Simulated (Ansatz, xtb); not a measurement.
## C6H5NO2: which of two isomers lies lower

Structure I is `O=C/N=C1\C=CC(=O)C1`, a singlet and structure II is `O=CNC1=CC(=O)C=C1`, a singlet. Both are isolated molecules in the gas phase, relaxed with B3LYP-D3(BJ)/def2-SVP; the shapes shown needn't be the lowest conformers.

I (Å):

```yaml
atoms:
  - { symbol: C, position_ang: [0.2630, -2.0431, -1.6729] }
  - { symbol: C, position_ang: [0.6919, -0.3032, -0.1578] }
  - { symbol: C, position_ang: [-0.2071, 0.7194, -0.7398] }
  - { symbol: C, position_ang: [-0.1946, 1.8429, 0.0075] }
  - { symbol: C, position_ang: [0.7280, 1.6910, 1.1717] }
  - { symbol: C, position_ang: [1.3221, 0.2836, 1.0830] }
  - { symbol: N, position_ang: [0.9381, -1.4773, -0.5964] }
  - { symbol: O, position_ang: [-0.9370, -2.1493, -1.7696] }
  - { symbol: O, position_ang: [0.9576, 2.5223, 2.0164] }
  - { symbol: H, position_ang: [0.9656, -2.4718, -2.4273] }
  - { symbol: H, position_ang: [-0.7967, 0.5419, -1.6390] }
  - { symbol: H, position_ang: [-0.7603, 2.7586, -0.1703] }
  - { symbol: H, position_ang: [2.4206, 0.3199, 1.0104] }
  - { symbol: H, position_ang: [1.0779, -0.3057, 1.9816] }
```

II (Å):

| atom | x (Å) | y (Å) | z (Å) |
| --- | --- | --- | --- |
| C | -3.3660 | -0.2767 | 1.3438 |
| C | -1.0001 | 0.4964 | 1.4263 |
| C | 0.2834 | 0.4657 | 0.9871 |
| C | 1.0483 | 1.4490 | 1.8013 |
| C | 0.0494 | 2.0571 | 2.7708 |
| C | -1.1467 | 1.4954 | 2.5460 |
| N | -2.0447 | -0.2663 | 0.9376 |
| O | -3.8511 | 0.3966 | 2.2196 |
| O | 2.2253 | 1.7225 | 1.7225 |
| H | -3.9562 | -1.0096 | 0.7436 |
| H | -1.8130 | -0.9029 | 0.1811 |
| H | 0.7181 | -0.1425 | 0.1962 |
| H | 0.3132 | 2.8174 | 3.5042 |
| H | -2.0950 | 1.6790 | 3.0433 |

Task: Estimate E(II) − E(I) at the level CCSD(T)/def2-SVP + ΔMP2/def2-TZVPP.

Result: CCSD(T)/def2-SVP + ΔMP2/def2-TZVPP gives E(II) − E(I) = −0.08 kcal/mol, slightly favouring structure II, which is too small a margin to settle the true order.

Level by level:

```
                             level               geometry  E(II) − E(I) (kcal/mol)  departure from the last row (kcal/mol)  job, with rough time for the two
             B3LYP-D3(BJ)/def2-SVP  B3LYP-D3(BJ)/def2-SVP                     −2.52                                   −2.44             optimisation, 5.4 min
                       HF/def2-SVP  B3LYP-D3(BJ)/def2-SVP                     −0.38                                   −0.31           part of the CCSD(T) run
                      MP2/def2-SVP  B3LYP-D3(BJ)/def2-SVP                     −1.86                                   −1.78           part of the CCSD(T) run
                  CCSD(T)/def2-SVP  B3LYP-D3(BJ)/def2-SVP                     −0.97                                   −0.90                      single point
CCSD(T)/def2-SVP + ΔMP2/def2-TZVPP  B3LYP-D3(BJ)/def2-SVP                     −0.08                                                     single point, 8.1 min
```

As drawn, II has 1 C–N, 1 C=C, 1 N–H in place of 1 C=N, 1 C–C, 1 C–H.

The largest departure from CCSD(T)/def2-SVP + ΔMP2/def2-TZVPP is that of B3LYP-D3(BJ)/def2-SVP, 2.44 kcal/mol. No reliable frequencies are at hand for I, so it isn't confirmed as a minimum. Levels run at GFN2-xTB geometries aren't shown. The last row adds to CCSD(T) the change of the MP2 difference between the two basis sets, here +0.90 kcal/mol.

The correlated steps freeze 9 core orbitals. Run with Ansatz 0.2.0, xtb 6.7.1; the last row on 2 threads of Intel(R) Xeon(R) Processor @ 2.50GHz (Skylake/Cascade Lake) on a shared host.
